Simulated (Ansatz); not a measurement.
BH2(OEt) (C₂H₇BO), 11 atoms. Hardware: 2 threads of Arm Neoverse V2 on a shared host.

Correlated methods freeze 4 core orbitals.

How many basis functions does each of these Ansatz runs have, and roughly what does it cost? r2SCAN-D4/def2-TZVP, charge 0 singlet, energy, from earlier orbitals; PBE0-D4/def2-SVP, charge 0 singlet, energy, from earlier orbitals; PBE0-D4/def2-TZVP, charge 0 singlet, energy, from earlier orbitals; HF/STO-3G, charge 0 singlet, energy; PBE-D4/def2-SVP, charge 0 singlet, energy, from earlier orbitals; PBE0-D4/def2-SVP, charge 0 singlet, energy with a search over starts; CCSD(T)/def2-TZVP, charge 0 singlet, energy, from earlier orbitals; RPA@PBE/def2-TZVP, charge 0 singlet, energy, from earlier orbitals; BHLYP-D4/def2-TZVP, charge 0 singlet, energy, from earlier orbitals; HSE06-D4/def2-TZVP, charge 0 singlet, energy, from earlier orbitals; PBE-D4/def2-SVP, charge 0 singlet, relaxation, 10 steps; PBE-D4/def2-TZVP, charge 0 singlet, energy and forces, from earlier orbitals.

Other jobs shared the machine, so times can vary by a factor of up to 3. A dash marks memory too small to be measured apart from the calling script's.

```csv
run,functions,fitting or Cholesky vectors,wall time,peak host memory (GiB)
"HF/STO-3G, charge 0 singlet, energy",27,378,0.1 s,–
"PBE-D4/def2-SVP, charge 0 singlet, energy, from earlier orbitals",91,1019,0.9 s,–
"PBE0-D4/def2-SVP, charge 0 singlet, energy, from earlier orbitals",91,1019,0.9 s,–
"PBE0-D4/def2-SVP, charge 0 singlet, energy with a search over starts",91,1019,1.4 s,–
"BHLYP-D4/def2-TZVP, charge 0 singlet, energy, from earlier orbitals",166,1136,1.9 s,–
"PBE-D4/def2-TZVP, charge 0 singlet, energy and forces, from earlier orbitals",166,988,1.9 s,–
"PBE0-D4/def2-TZVP, charge 0 singlet, energy, from earlier orbitals",166,988,1.9 s,–
"HSE06-D4/def2-TZVP, charge 0 singlet, energy, from earlier orbitals",166,988,2.1 s,–
"r2SCAN-D4/def2-TZVP, charge 0 singlet, energy, from earlier orbitals",166,988,2.8 s,–
"RPA@PBE/def2-TZVP, charge 0 singlet, energy, from earlier orbitals",166,1151,3.2 s,–
"PBE-D4/def2-SVP, charge 0 singlet, relaxation, 10 steps",91,1019,13 s,–
"CCSD(T)/def2-TZVP, charge 0 singlet, energy, from earlier orbitals",166,1151,28 s,1.5
```
